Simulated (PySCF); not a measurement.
## Silver: a sound run and one with changed settings

Sound run: Ag⁺ [Kr] 4d10, Ag²⁺ [Kr] 4d9. Computed with PySCF 2.14 in aug-cc-pVDZ-PP with ECP28MDF (5s5p4d2f, 54 functions), with scalar relativity through the core potential. The sound run starts from symmetry-adapted Hartree-Fock orbitals and uses a fine grid where one is needed.

Changed run: 26 angular points. This setting is unsound on purpose.

```tsv
species	method	sound run (hartree)	changed run (hartree)	converged
Ag⁺	UHF	-145.82053	-145.82053	yes
Ag⁺	r2SCAN	-146.66841	-146.66841	yes
Ag⁺	M06-2X	-146.56478	-146.56478	yes
Ag²⁺	UHF	-145.09545	-145.09545	yes
Ag²⁺	r2SCAN	-145.87674	-145.89643	yes
Ag²⁺	M06-2X	-145.76647	-145.76088	yes
```

Ionisation energy of Ag⁺:

| method | sound run (eV) | changed run (eV) |
| --- | --- | --- |
| UHF | 19.730 | 19.730 |
| r2SCAN | 21.542 | 21.007 |
| M06-2X | 21.723 | 21.875 |

A coarse angular grid integrates products of high-l functions wrongly, so density functionals can shift, and the SCF can exploit the error; Hartree-Fock and MP2 need no grid.

For comparison, NIST gives 21.484 eV between the lowest levels.
